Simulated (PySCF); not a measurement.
Species: C5H11NP2.
Numbering: `[CH3:1][P:2]([CH2:3][PH2:4])[CH2:5][CH2:6][C:7]#[N:8]` (hydrogens: H9, H10, H11 on C1; H12, H13 on C3; H14, H15 on P4; H16, H17 on C5; H18, H19 on C6)

Level: B3LYP/def2-SVPD in PySCF, non-relativistic, on one gas-phase PBE0-D3(BJ)/def2-SVP geometry that isn't relaxed in the solvent. The solvent is an IEF-PCM continuum (cavity from Bondi-type radii × 1.2), and excitations are vertical TDDFT with non-equilibrium linear response and a frozen core. The model holds no explicit solvent molecules, cavitation or dispersion.

Gas-phase singlets (H = HOMO, L = LUMO):

```json
{"state": "S1", "E (eV)": "5.843", "λ (nm)": "212", "f": "0.017", "leading configurations": "H→L 98%"}
{"state": "S2", "E (eV)": "5.934", "λ (nm)": "209", "f": "0.063", "leading configurations": "H→L+1 90%"}
{"state": "S3", "E (eV)": "6.039", "λ (nm)": "205", "f": "0.054", "leading configurations": "H→L+2 92%"}
{"state": "S4", "E (eV)": "6.215", "λ (nm)": "199", "f": "0.074", "leading configurations": "H-1→L 94%"}
{"state": "S5", "E (eV)": "6.400", "λ (nm)": "194", "f": "0.019", "leading configurations": "H-1→L+1 95%"}
```

Question: What are the lowest 5 singlets in benzene (ε = 2.271)?

Answer: 
```json
{"state": "S1", "E (eV)": "5.854", "λ (nm)": "212", "f": "0.046", "leading configurations": "H→L 94%", "change by rank (eV)": "+0.011"}
{"state": "S2", "E (eV)": "5.894", "λ (nm)": "210", "f": "0.094", "leading configurations": "H→L+1 94%", "change by rank (eV)": "-0.040"}
{"state": "S3", "E (eV)": "6.044", "λ (nm)": "205", "f": "0.071", "leading configurations": "H→L+2 93%", "change by rank (eV)": "+0.005"}
{"state": "S4", "E (eV)": "6.215", "λ (nm)": "199", "f": "0.097", "leading configurations": "H-1→L 72%, H-1→L+1 24%", "change by rank (eV)": "0.000"}
{"state": "S5", "E (eV)": "6.377", "λ (nm)": "194", "f": "0.032", "leading configurations": "H-1→L+1 67%, H-1→L 19%", "change by rank (eV)": "-0.023"}
```

Question: How do the frontier levels move from gas to benzene?

Answer: 
```csv
orbital,gas (eV),solvent (eV),change (eV)
LUMO+2,-0.04,0.17,+0.21
LUMO+1,-0.12,0.06,+0.18
LUMO,-0.21,0.01,+0.22
HOMO,-6.85,-6.66,+0.19
HOMO-1,-7.32,-7.15,+0.17
HOMO-2,-8.97,-8.86,+0.11
HOMO-3,-9.11,-9.06,+0.05
```

The HOMO–LUMO gap goes from 6.64 to 6.67 eV. Rows go by rank; for HOMO-3 and HOMO-2 the atom shares or the degeneracy differ between the runs, so the row needn't follow one orbital.

The run took 67 s of wall time on one thread, Arm Neoverse V2 (aarch64), shared host, and the process peaked at 1.3 GiB of memory. This is the whole response run at B3LYP/def2-SVPD in benzene, SCF included.

Conformer computed: `[CH3:1][P:2]([CH2:3][PH2:4])[CH2:5][CH2:6][C:7]#[N:8]`: C1–P2–C3–P4 176°, C1–P2–C5–C6 81°, P2–C5–C6–C7 180°, H–P4–C3–P2 170°, H–P4–C3–P2 75°.
